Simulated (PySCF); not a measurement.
A geometry optimisation on `C[Si@@]1(C(F)(F)F)CC[SiH2]N1`.

Computed with PBE0-D3(BJ)/def2-SVP geometry optimisation, gas phase (PySCF 2.14.0). Start geometry: GFN2-xTB. A driver script takes a list of jobs; this job's settings line and coordinates (Å) are shown.

Input:
```
{"job": {"xc": "PBE0", "basis": "def2-SVP", "d3": "d3bj", "grid": 1, "kind": "geom"}, "charge": 0, "multiplicity": 1}
C     -1.406073     0.464908     1.809022
Si    -0.556562     0.281442     0.121855
C     -1.729918     1.205924    -1.135758
F     -1.239138     1.282122    -2.388702
F     -1.997176     2.476568    -0.764303
F     -2.932764     0.599211    -1.244993
C      1.244308     0.852741    -0.057493
C      2.132690    -0.379798     0.159889
Si     1.293294    -1.909535    -0.601895
N     -0.344977    -1.329108    -0.455178
H     -0.829913    -0.014736     2.594128
H     -1.532150     1.510391     2.076839
H     -2.393561     0.010550     1.797338
H      1.521065     1.647652     0.634795
H      1.410417     1.241093    -1.063803
H      2.251183    -0.540851     1.232539
H      3.132133    -0.201793    -0.235488
H      1.634546    -2.146091    -2.005972
H      1.458655    -3.116033     0.212304
H     -1.121205    -1.923978    -0.688160
```

**Question.** What does the run print?

**Answer.** 
```
step   0  E = -1090.47233380  max force = 0.019621
step   1  E = -1090.47675105  max force = 0.004797
step   2  E = -1090.47699960  max force = 0.001878
step   3  E = -1090.47705879  max force = 0.000907
step   4  E = -1090.47709141  max force = 0.000765
step   5  E = -1090.47711136  max force = 0.000775
step   6  E = -1090.47712630  max force = 0.001193
step   7  E = -1090.47713858  max force = 0.001201
step   8  E = -1090.47715332  max force = 0.000570
step   9  E = -1090.47716455  max force = 0.000460
step  10  E = -1090.47716736  max force = 0.000611
step  11  E = -1090.47716609  max force = 0.000604
step  12  E = -1090.47716652  max force = 0.000397
optimisation converged
```

Energies in Eh; «max force» is the largest Cartesian gradient component in Eh/bohr.

**Question.** Give the first gradient maximum in eV/Å.

**Answer.** With 1 Eh/bohr = 51.422 eV/Å, 1.009 eV/Å.

**Question.** How much energy does the optimisation release, in kcal/mol?

**Answer.** E(step 0) − E(last step) = 0.004833 Eh, which is 3.0 kcal/mol.

Summary of the converged run: final energy -1090.47717 Eh after 12 steps; dipole 2.53 D.

**Question.** Where do the atoms end?

**Answer.** 0.124 Å rms from the input after alignment:
```
atom  x, y, z in Å
C1    -1.6277    0.6785    1.5612
Si2   -0.5923    0.2764    0.0627
C3    -1.4858    1.1050   -1.4394
F4    -0.7930    0.9590   -2.5826
F5    -1.6567    2.4289   -1.2551
F6    -2.7091    0.5813   -1.6562
C7     1.2131    0.8229    0.0782
C8     2.0869   -0.3964    0.4396
Si9    1.2908   -1.9352   -0.3236
N10   -0.3783   -1.4151   -0.2596
H11   -1.1671    0.2645    2.4711
H12   -1.7274    1.7684    1.6832
H13   -2.6396    0.2555    1.4646
H14    1.3976    1.6814    0.7436
H15    1.4454    1.1652   -0.9451
H16    2.0990   -0.5486    1.5326
H17    3.1357   -0.2591    0.1320
H18    1.7722   -2.2059   -1.7166
H19    1.5235   -3.1773    0.4783
H20   -1.1537   -2.0372   -0.4593
```

Cost: about 11 min of CPU time on one thread; the machine was shared, so the figure is rough.
Labels such as C1 count atoms from 1, the log's own numbers from 0.
